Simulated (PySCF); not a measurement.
Species: `C=C(C)[Si@@H]1C[Si@H](N)C1=O`. The columns A, B, C and D hold Mulliken, IAO, Hirshfeld and ESP-fitted charges (e) of one PBE0/pcSseg-1 density (PySCF), in a shuffled order. Coordinates in Å (GFN2-xTB); the density's dipole moment is (0.50, -0.57, -3.06) D.

```json
{"atom": "C1", "x": "-2.948", "y": "0.771", "z": "0.422", "A": "-0.303", "B": "-0.557", "C": "-0.099", "D": "-0.089"}
{"atom": "C2", "x": "-1.737", "y": "0.265", "z": "0.227", "A": "-0.233", "B": "+0.250", "C": "-0.077", "D": "-0.626"}
{"atom": "C3", "x": "-1.544", "y": "-1.130", "z": "-0.287", "A": "-0.417", "B": "-0.652", "C": "-0.121", "D": "-0.174"}
{"atom": "Si4", "x": "-0.169", "y": "1.242", "z": "0.609", "A": "+0.802", "B": "+0.192", "C": "+0.341", "D": "+0.906"}
{"atom": "C5", "x": "1.115", "y": "1.246", "z": "-0.822", "A": "-0.851", "B": "-0.495", "C": "-0.262", "D": "-0.873"}
{"atom": "Si6", "x": "2.291", "y": "-0.051", "z": "-0.049", "A": "+0.945", "B": "+0.672", "C": "+0.378", "D": "+0.892"}
{"atom": "N7", "x": "1.991", "y": "-1.599", "z": "-0.746", "A": "-0.836", "B": "-1.053", "C": "-0.303", "D": "-0.640"}
{"atom": "C8", "x": "1.151", "y": "0.120", "z": "1.523", "A": "-0.097", "B": "+0.272", "C": "-0.004", "D": "-0.252"}
{"atom": "O9", "x": "1.253", "y": "-0.273", "z": "2.660", "A": "-0.341", "B": "-0.424", "C": "-0.220", "D": "-0.315"}
{"atom": "H10", "x": "-3.846", "y": "0.208", "z": "0.216", "A": "+0.142", "B": "+0.212", "C": "+0.044", "D": "+0.105"}
{"atom": "H11", "x": "-3.093", "y": "1.769", "z": "0.798", "A": "+0.145", "B": "+0.188", "C": "+0.041", "D": "+0.108"}
{"atom": "H12", "x": "-0.924", "y": "-1.123", "z": "-1.181", "A": "+0.152", "B": "+0.189", "C": "+0.038", "D": "+0.133"}
{"atom": "H13", "x": "-1.026", "y": "-1.729", "z": "0.461", "A": "+0.153", "B": "+0.200", "C": "+0.042", "D": "+0.132"}
{"atom": "H14", "x": "-2.498", "y": "-1.602", "z": "-0.517", "A": "+0.141", "B": "+0.176", "C": "+0.044", "D": "+0.111"}
{"atom": "H15", "x": "-0.484", "y": "2.540", "z": "1.211", "A": "-0.108", "B": "-0.050", "C": "-0.069", "D": "-0.051"}
{"atom": "H16", "x": "1.591", "y": "2.215", "z": "-0.949", "A": "+0.163", "B": "+0.113", "C": "+0.035", "D": "+0.164"}
{"atom": "H17", "x": "0.712", "y": "0.982", "z": "-1.797", "A": "+0.162", "B": "+0.140", "C": "+0.036", "D": "+0.166"}
{"atom": "H18", "x": "3.698", "y": "0.345", "z": "0.095", "A": "-0.148", "B": "-0.164", "C": "-0.085", "D": "-0.081"}
{"atom": "H19", "x": "2.293", "y": "-1.768", "z": "-1.693", "A": "+0.262", "B": "+0.401", "C": "+0.120", "D": "+0.190"}
{"atom": "H20", "x": "2.168", "y": "-2.416", "z": "-0.183", "A": "+0.268", "B": "+0.391", "C": "+0.122", "D": "+0.194"}
```

Problem. Which column most likely holds the ESP-fitted charges?

Solution. B. Σ q r misses the density's dipole by 0.01 D (B), 1.17 D (C), 1.81 D (A), 1.97 D (D). Charges fitted to the outside potential are the only set here that is tied to the molecule's multipoles.

Problem. And the Hirshfeld charges?

Solution. C. The mean sizes are 0.124 e (C), 0.310 e (D), 0.333 e (A), 0.340 e (B), and Hirshfeld charges are commonly the smallest of these schemes.

As computed, A = IAO, B = ESP-fitted, C = Hirshfeld, D = Mulliken. Hydrogens on carbon: IAO +0.14 to +0.16, ESP-fitted +0.11 to +0.21, Hirshfeld +0.04 to +0.04, Mulliken +0.11 to +0.17 e.

The Hirshfeld scheme weights the molecular density at each point by an atom's share of the summed free-atom densities. The ESP scheme fits charges at the nuclei, held to the total charge, to the electrostatic potential on points at 1.4 to 2.0 times the van der Waals radii.

One conformer (not necessarily the lowest) at the GFN2-xTB geometry, without solvent, vibrations or thermal averaging.

Shape of the structure used: `[CH2:1]=[C:2]([CH3:3])[Si@@H:4]1[CH2:5][Si@H:6]([NH2:7])[C:8]1=[O:9]`: C1–C2–Si4–C5 -131°, H–N7–Si6–C5 73°, H–N7–Si6–C5 -151°.
